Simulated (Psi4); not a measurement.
Input file for Psi4: SAPT0/jun-cc-pV(D+d)Z on H7NSi (a complex), monomers drawn apart or pushed together.

```
memory 2025 MB

molecule dimer {
0 1
N     0.06952920    0.16398241   -0.00728442
H    -0.74419316    0.64333838    0.35970385
H     0.03778779   -0.79277051    0.32469213
H     0.89048827    0.60125531    0.39447269
--
0 1
Si   -0.04447572   -0.02243510    5.09436459
H     1.19071925    0.66525054    4.65670689
H    -0.07786654   -0.07656307    6.57370782
H    -0.06429973   -1.39955190    4.55275382
H    -1.22674736    0.72049316    4.60397130
units angstrom
symmetry c1
no_reorient
no_com
}

set {
  basis jun-cc-pV(D+d)Z
  scf_type df
  freeze_core true
}

energy('sapt0')
```

It printed:

```
[...]
==> Input File <==

--------------------------------------------------------------------------
memory 2025 MB

molecule dimer {
0 1
N     0.06952920    0.16398241   -0.00728442
H    -0.74419316    0.64333838    0.35970385
H     0.03778779   -0.79277051    0.32469213
H     0.89048827    0.60125531    0.39447269
--
0 1
Si   -0.04447572   -0.02243510    5.09436459
H     1.19071925    0.66525054    4.65670689
H    -0.07786654   -0.07656307    6.57370782
H    -0.06429973   -1.39955190    4.55275382
H    -1.22674736    0.72049316    4.60397130
units angstrom
symmetry c1
no_reorient
no_com
}

set {
  basis jun-cc-pV(D+d)Z
  scf_type df
  freeze_core true
}

energy('sapt0')
--------------------------------------------------------------------------


   => Loading Basis Set <=

    Name: JUN-CC-PV(D+D)Z
    Role: ORBITAL
    Keyword: BASIS
    atoms 1        entry N          line   222 file jun-cc-pv_dpd_z.gbs
    atoms 2-4, 6-9 entry H          line    60 file jun-cc-pv_dpd_z.gbs
    atoms 5        entry SI         line   566 file jun-cc-pv_dpd_z.gbs

   => Loading Basis Set <=

    Name: JUN-CC-PV(D+D)Z
    Role: ORBITAL
    Keyword: BASIS
    atoms 1        entry N          line   222 file jun-cc-pv_dpd_z.gbs
    atoms 2-4, 6-9 entry H          line    60 file jun-cc-pv_dpd_z.gbs
    atoms 5        entry SI         line   566 file jun-cc-pv_dpd_z.gbs


  //>>>>>>>>>>>>>>>>>>>>>>>>>>>>>>>>>>>//
  //              Dimer HF             //
  //<<<<<<<<<<<<<<<<<<<<<<<<<<<<<<<<<<<//

   => Libint2 <=

    Primary   basis highest AM E, G, H:  7, 6, 3
    Auxiliary basis highest AM E, G, H:  7, 7, 4
    Onebody   basis highest AM E, G, H:  -, -, -
    Solid Harmonics ordering:            Gaussian


   => Loading Basis Set <=

    Name: JUN-CC-PV(D+D)Z
    Role: ORBITAL
    Keyword: BASIS
    atoms 1        entry N          line   222 file jun-cc-pv_dpd_z.gbs
    atoms 2-4, 6-9 entry H          line    60 file jun-cc-pv_dpd_z.gbs
    atoms 5        entry SI         line   566 file jun-cc-pv_dpd_z.gbs


         ---------------------------------------------------------
                                   SCF
               by Justin Turney, Rob Parrish, Andy Simmonett
                          and Daniel G. A. Smith
                              RHF Reference
                        1 Threads,   1931 MiB Core
         ---------------------------------------------------------

  ==> Geometry <==

    Molecular point group: c1
    Full point group: C1

    Geometry (in Angstrom), charge = 0, multiplicity = 1:

       Center              X                  Y                   Z               Mass
    ------------   -----------------  -----------------  -----------------  -----------------
         N            0.069529200000     0.163982410000    -0.007284420000    14.003074004430
         H           -0.744193160000     0.643338380000     0.359703850000     1.007825032230
         H            0.037787790000    -0.792770510000     0.324692130000     1.007825032230
         H            0.890488270000     0.601255310000     0.394472690000     1.007825032230
         SI          -0.044475720000    -0.022435100000     5.094364590000    27.976926534650
         H            1.190719250000     0.665250540000     4.656706890000     1.007825032230
         H           -0.077866540000    -0.076563070000     6.573707820000     1.007825032230
         H           -0.064299730000    -1.399551900000     4.552753820000     1.007825032230
         H           -1.226747360000     0.720493160000     4.603971300000     1.007825032230

  Running in c1 symmetry.

  Rotational constants: A =      1.84924  B =      0.02010  C =      0.02009 [cm^-1]
  Rotational constants: A =  55438.72203  B =    602.71985  C =    602.34292 [MHz]
  Nuclear repulsion =   52.192894739866574

  Charge       = 0
  Multiplicity = 1
  Electrons    = 28
  Nalpha       = 14
  Nbeta        = 14

  ==> Algorithm <==

  SCF Algorithm Type is DF.
  DIIS enabled.
  MOM disabled.
  Fractional occupation disabled.
  Guess Type is SAD.
  Energy threshold   = 1.00e-08
  Density threshold  = 1.00e-08
  Integral threshold = 1.00e-12

  ==> Primary Basis <==

  Basis Set: JUN-CC-PV(D+D)Z
    Blend: JUN-CC-PV(D+D)Z
    Number of shells: 40
    Number of basis functions: 80
    Number of Cartesian functions: 83
    Spherical Harmonics?: true
    Max angular momentum: 2

   => Loading Basis Set <=

    Name: (JUN-CC-PV(D+D)Z AUX)
    Role: JKFIT
    Keyword: DF_BASIS_SCF
    atoms 1        entry N          line   202 file jun-cc-pvdz-jkfit.gbs
    atoms 2-4, 6-9 entry H          line    70 file jun-cc-pvdz-jkfit.gbs
    atoms 5        entry SI         line   506 file jun-cc-pvdz-jkfit.gbs

  ==> Integral Setup <==

  DFHelper Memory: AOs need 0.018 GiB; user supplied 1.414 GiB.
  SCF_SUBTYPE=INCORE selected. In-core MEM_DF algorithm will be used.
  Using in-core AOs.

  ==> MemDFJK: Density-Fitted J/K Matrices <==

    J tasked:                   Yes
    K tasked:                 
[...]
    2.257385    60A      2.266090
      61A      2.348325    62A      2.348334    63A      2.358999
      64A      2.359022    65A      2.546241    66A      3.051771
      67A      3.380482    68A      3.380510    69A      3.446112
      70A      3.446183    71A      3.446192    72A      3.519063
      73A      3.567261    74A      3.567298    75A      3.651337
      76A      3.651354    77A      4.984819    78A      6.017652
      79A      6.017717    80A     25.412943

    Final Occupation by Irrep:
              A
    DOCC [     9 ]
    NA   [     9 ]
    NB   [     9 ]

  @DF-RHF Final Energy:  -291.25003225873974

   => Energetics <=

    Nuclear Repulsion Energy =             21.3348984814613161
    One-Electron Energy =                -445.5824227674730196
    Two-Electron Energy =                 132.9974920272719316
    Total Energy =                       -291.2500322587397932

Computation Completed


Properties will be evaluated at   0.000000,   0.000000,   0.000000 [a0]

Properties computed using the SCF density matrix


 Multipole Moments:

 ------------------------------------------------------------------------------------
     Multipole            Electronic (a.u.)      Nuclear  (a.u.)        Total (a.u.)
 ------------------------------------------------------------------------------------

 L = 1.  Multiply by 2.5417464519 to convert [e a0] to [Debye]
 Dipole X            :          1.5135496           -1.5133956            0.0001540
 Dipole Y            :          0.7646529           -0.7643237            0.0003292
 Dipole Z            :       -173.3087190          173.3034648           -0.0052542
 Magnitude           :                                                    0.0052668

 ------------------------------------------------------------------------------------

  Constructing Basis Sets for SAPT...

   => Loading Basis Set <=

    Name: (JUN-CC-PV(D+D)Z AUX)
    Role: RIFIT
    Keyword: DF_BASIS_SAPT
    atoms 1        entry N          line   144 file jun-cc-pvdz-ri.gbs
    atoms 2-4, 6-9 entry H          line    30 file jun-cc-pvdz-ri.gbs
    atoms 5        entry SI         line   376 file jun-cc-pvdz-ri.gbs

   => Loading Basis Set <=

    Name: (JUN-CC-PV(D+D)Z AUX)
    Role: JKFIT
    Keyword: DF_BASIS_ELST
    atoms 1        entry N          line   202 file jun-cc-pvdz-jkfit.gbs
    atoms 2-4, 6-9 entry H          line    70 file jun-cc-pvdz-jkfit.gbs
    atoms 5        entry SI         line   506 file jun-cc-pvdz-jkfit.gbs


  //>>>>>>>>>>>>>>>>>>>>>>>>>>>>>>>>>>>//
  //               SAPT0               //
  //<<<<<<<<<<<<<<<<<<<<<<<<<<<<<<<<<<<//



        SAPT0
    Ed Hohenstein
     6 June 2009

      Orbital Information
  --------------------------
    NSO        =        80
    NMO        =        80
    NRI        =       248
    NRI (Elst) =       361
    NOCC A     =         5
    NOCC B     =         9
    FOCC A     =         1
    FOCC B     =         5
    NVIR A     =        75
    NVIR B     =        71

    Elst10,r            =    -0.000003256579 [Eh]
    Exch10              =     0.000033300472 [Eh]
    Exch10 (S^2)        =     0.000033298607 [Eh]

    Maxiter = 50
    CPHF R converge = 1.000000E-08

    Iter     Energy [mEh]          dE [mEh]         Residual      Time [s]
       1      -0.00682151       0.006821511     2.745095e-04             0
       2      -0.00811666       0.001295147     7.475668e-05             0
       3      -0.00813091       0.000014251     3.514584e-05             0
       4      -0.00809493      -0.000035978     7.561260e-06             0
       5      -0.00809753       0.000002596     1.893957e-06             0
       6      -0.00809868       0.000001155     2.249056e-07             0
       7      -0.00809846      -0.000000224     2.397564e-08             0
       8      -0.00809847       0.000000015     3.097601e-09             0

    CHF Iterations converged

    Maxiter = 50
    CPHF R converge = 1.000000E-08

    Iter     Energy [mEh]          dE [mEh]         Residual      Time [s]
       1      -0.00564043       0.005640429     3.621583e-04             0
       2      -0.00656780       0.000927371     1.166795e-04             0
       3      -0.00664882       0.000081021     1.144695e-05             0
       4      -0.00662779      -0.000021029     1.268694e-06             0
       5      -0.00662918       0.000001385     1.110453e-07             0
       6      -0.00662913      -0.000000051     1.817420e-08             0
       7      -0.00662913       0.000000005     1.592736e-09             0

    CHF Iterations converged

    Ind20,r (A<-B)      =    -0.000008098473 [Eh]
    Ind20,r (B<-A)      =    -0.000006629131 [Eh]
    Ind20,r             =    -0.000014727604 [Eh]
    Exch-Ind20,r (A<-B) =     0.000006544852 [Eh]
    Exch-Ind20,r (B<-A) =     0.000000699361 [Eh]
    Exch-Ind20,r        =     0.000007244213 [Eh]
    Disp20              =    -0.000167512741 [Eh]
    Disp20 (SS)         =    -0.000083756371 [Eh]
    Disp20 (OS)         =    -0.000083756371 [Eh]
    Exch-Disp20         =     0.000003039793 [Eh]
    Exch-Disp20 (SS)    =     0.000001925056 [Eh]
    Exch-Disp20 (OS)    =     0.000001114737 [Eh]

    SAPT Results
  --------------------------------------------------------------------------------------------------------
    Electrostatics                 -0.00325658 [mEh]      -0.00204353 [kcal/mol]      -0.00855015 [kJ/mol]
      Elst10,r                     -0.00325658 [mEh]      -0.00204353 [kcal/mol]      -0.00855015 [kJ/mol]

    Exchange                        0.03330047 [mEh]       0.02089636 [kcal/mol]       0.08743038 [kJ/mol]
      Exch10                        0.03330047 [mEh]       0.02089636 [kcal/mol]       0.08743038 [kJ/mol]
      Exch10(S^2)                   0.03329861 [mEh]       0.02089519 [kcal/mol]       0.08742548 [kJ/mol]

    Induction                      -0.00960179 [mEh]      -0.00602521 [kcal/mol]      -0.02520949 [kJ/mol]
      Ind20,r                      -0.01472760 [mEh]      -0.00924171 [kcal/mol]      -0.03866732 [kJ/mol]
      Exch-Ind20,r                  0.00724421 [mEh]       0.00454581 [kcal/mol]       0.01901968 [kJ/mol]
      delta HF,r (2)               -0.00211840 [mEh]      -0.00132931 [kcal/mol]      -0.00556185 [kJ/mol]

    Dispersion                     -0.16447295 [mEh]      -0.10320833 [kcal/mol]      -0.43182366 [kJ/mol]
      Disp20                       -0.16751274 [mEh]      -0.10511583 [kcal/mol]      -0.43980464 [kJ/mol]
      Exch-Disp20                   0.00303979 [mEh]       0.00190750 [kcal/mol]       0.00798098 [kJ/mol]
      Disp20 (SS)                  -0.08375637 [mEh]      -0.05255792 [kcal/mol]      -0.21990232 [kJ/mol]
      Disp20 (OS)                  -0.08375637 [mEh]      -0.05255792 [kcal/mol]      -0.21990232 [kJ/mol]
      Exch-Disp20 (SS)              0.00192506 [mEh]       0.00120799 [kcal/mol]       0.00505423 [kJ/mol]
      Exch-Disp20 (OS)              0.00111474 [mEh]       0.00069951 [kcal/mol]       0.00292674 [kJ/mol]

  Total HF                          0.02044211 [mEh]       0.01282762 [kcal/mol]       0.05367074 [kJ/mol]
  Total SAPT0                      -0.14403084 [mEh]      -0.09038072 [kcal/mol]      -0.37815292 [kJ/mol]

  Special recipe for scaled SAPT0 (see Manual):
    Electrostatics sSAPT0          -0.00325658 [mEh]      -0.00204353 [kcal/mol]      -0.00855015 [kJ/mol]
    Exchange sSAPT0                 0.03330047 [mEh]       0.02089636 [kcal/mol]       0.08743038 [kJ/mol]
    Induction sSAPT0               -0.00960057 [mEh]      -0.00602445 [kcal/mol]      -0.02520629 [kJ/mol]
    Dispersion sSAPT0              -0.16447244 [mEh]      -0.10320801 [kcal/mol]      -0.43182232 [kJ/mol]
  Total sSAPT0                     -0.14402911 [mEh]      -0.09037963 [kcal/mol]      -0.37814839 [kJ/mol]
  --------------------------------------------------------------------------------------------------------



*** Psi4 exiting successfully. Buy a developer a beer!
```

The run finished.

Cost: roughly 2.4 core-seconds.
